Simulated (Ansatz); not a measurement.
Geometry optimisation, RKS B3LYP/STO-3G in Ansatz.

Input file:

```yaml
crystal:
  periodic: [false, false, false]
  atoms:
    - { symbol: C, position_ang: [0.9465, 1.8834, -1.1542] }
    - { symbol: C, position_ang: [0.4722, 1.1384, -0.3576] }
    - { symbol: Al, position_ang: [-0.2366, -0.1251, 0.9312] }
    - { symbol: "N", position_ang: [-0.687, -1.8543, 0.3779] }
    - { symbol: H, position_ang: [1.2708, 2.6122, -1.8943] }
    - { symbol: H, position_ang: [-0.86355, -2.04401, 1.38509] }
    - { symbol: H, position_ang: [0.0841, -2.302, -0.0922] }
    - { symbol: H, position_ang: [-1.4603, -1.7077, -0.3511] }
basis:
  gaussian: { orbitals: STO-3G }
hamiltonian:
  xc: b3lyp
relax:
  f_tol: 0.02
  max_steps: 50
output:
  orbitals: {}
```

Command:

```bash
$ ansatz run input.yaml --threads 1 --pin off --max-ram 2048MiB --backend cpu --events-out ev --progress --plain --runs-dir out
```

**Question.** Where does it end, and by what steps?

**Answer.** The run converged. Limits of this set-up: minimal basis. After 11 steps the energy has fallen by 2.316 eV; Al3 moved furthest, 0.80 Å.

```json
{"step": "0", "energy less start (eV)": "0.0000", "largest force component (eV/Å)": "4.853", "accepted": "yes"}
{"step": "1", "energy less start (eV)": "-1.3156", "largest force component (eV/Å)": "2.583", "accepted": "yes"}
{"step": "2", "energy less start (eV)": "-1.9725", "largest force component (eV/Å)": "1.286", "accepted": "yes"}
{"step": "3", "energy less start (eV)": "-2.1631", "largest force component (eV/Å)": "1.141", "accepted": "yes"}
{"step": "4", "energy less start (eV)": "-2.2429", "largest force component (eV/Å)": "0.857", "accepted": "yes"}
{"step": "5", "energy less start (eV)": "-2.2863", "largest force component (eV/Å)": "0.559", "accepted": "yes"}
{"step": "6", "energy less start (eV)": "-2.3110", "largest force component (eV/Å)": "0.137", "accepted": "yes"}
{"step": "7", "energy less start (eV)": "-2.3138", "largest force component (eV/Å)": "0.209", "accepted": "yes"}
{"step": "8", "energy less start (eV)": "-2.3156", "largest force component (eV/Å)": "0.123", "accepted": "yes"}
{"step": "9", "energy less start (eV)": "-2.3164", "largest force component (eV/Å)": "0.024", "accepted": "yes"}
{"step": "10", "energy less start (eV)": "-2.3165", "largest force component (eV/Å)": "0.022", "accepted": "yes"}
{"step": "11", "energy less start (eV)": "-2.3165", "largest force component (eV/Å)": "0.008", "accepted": "yes"}
```

```xyz
8
Properties=species:S:1:pos:R:3
C 0.762 1.512 -1.158
C 0.379 0.989 -0.129
Al -0.225 0.235 1.641
N -0.584 -1.542 0.358
H 1.104 1.984 -2.066
H -0.961 -2.438 0.772
H 0.299 -1.828 -0.144
H -1.248 -1.310 -0.429
```

Whether the end is a true minimum wasn't checked by a vibrational analysis.

The run took 14 s on 1 thread of Arm Neoverse V2, on a shared host, peak memory 0.12 GiB.
